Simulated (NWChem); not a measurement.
# SbH2O2F; SMILES [OH][Sb]([OH])[F]

```xyz
6

Sb     0.0783    -0.0859     0.3982
F      0.5430     1.6614    -0.3153
O      0.8913    -1.1414    -1.0454
H      0.5235    -0.9386    -1.9165
O     -1.7461     0.0649    -0.3339
H     -1.8061     0.8416    -0.9084
```
Atoms are numbered in this order, from 1.

Computed with NWChem. All runs use the structure optimised with PBE0/def2-SVP. def2 effective core potentials on Sb; no spin-orbit coupling. B3LYP is NWChem's, with the RPA form of VWN correlation. Static field.

```
level                                  isotropic polarisability (bohr³)  anisotropy (bohr³)
-------------------------------------  --------------------------------  ------------------
PBE/def2-SVPD                                                      49.8                 6.3
B3LYP/def2-SVPD                                              (withheld)                 5.9
LDA (Slater exchange, VWN5)/def2-SVPD                              49.5                 6.3
BHandHLYP/def2-SVPD                                                45.0                 5.6
```

### Question
Some entries are withheld; supply them.

### Answer

- B3LYP/def2-SVPD, isotropic polarisability (bohr³): 47.6
